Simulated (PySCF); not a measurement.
C3H5ClOSi. Atoms are numbered in the order given.

```xyz
11

Cl     1.8806    -0.0298    -0.9406
Si     0.4753    -0.0818     0.5823
C     -0.8878    -1.3540     0.2816
C     -2.0434    -0.4285    -0.0508
C     -1.7879     0.8825     0.0825
O     -0.5356     1.2807     0.4916
H      1.2107    -0.0806     1.8641
H     -1.0887    -1.9687     1.1779
H     -0.6459    -2.0508    -0.5379
H     -3.0175    -0.7981    -0.3765
H     -2.4836     1.7041    -0.1018
```

The structure is a stationary point at B3LYP-D3(BJ)/def2-SVP. The structure was generated by enumeration; whether it is a known compound was not checked. One conformer was computed; it need not be the lowest.

Computed with PBE0/pcSseg-1 (PySCF).

GIAO shieldings, no solvent; atoms listed in one row are averaged. δ = σ(ref) − σ: ³⁵Cl against HCl (σ = 945.9 ppm); ²⁹Si against TMS (σ = 352.7 ppm); ¹³C against TMS (σ = 186.3 ppm); ¹⁷O against H2O (σ = 334.2 ppm); ¹H against TMS (σ = 31.56 ppm), references at their B3LYP-D3(BJ)/def2-TZVP geometries, non-relativistic (without spin–orbit terms, shifts of atoms bonded to Cl or Br come out too high).

Problem. Estimate the chemical shifts. (Estimate from the structure and the level; the computed values follow.)

Solution. 
```json
[
 {"nucleus": "³⁵Cl", "atoms": "Cl1", "count": "1", "δ (ppm)": "73.9"},
 {"nucleus": "²⁹Si", "atoms": "Si2", "count": "1", "δ (ppm)": "33.1"},
 {"nucleus": "¹³C", "atoms": "C5", "count": "1", "δ (ppm)": "160.0"},
 {"nucleus": "¹³C", "atoms": "C4", "count": "1", "δ (ppm)": "110.4"},
 {"nucleus": "¹³C", "atoms": "C3", "count": "1", "δ (ppm)": "21.3"},
 {"nucleus": "¹⁷O", "atoms": "O6", "count": "1", "δ (ppm)": "154.6"},
 {"nucleus": "¹H", "atoms": "H11", "count": "1", "δ (ppm)": "6.96"},
 {"nucleus": "¹H", "atoms": "H7", "count": "1", "δ (ppm)": "6.01"},
 {"nucleus": "¹H", "atoms": "H10", "count": "1", "δ (ppm)": "5.64"},
 {"nucleus": "¹H", "atoms": "H8", "count": "1", "δ (ppm)": "2.04"},
 {"nucleus": "¹H", "atoms": "H9", "count": "1", "δ (ppm)": "1.93"}
]
```
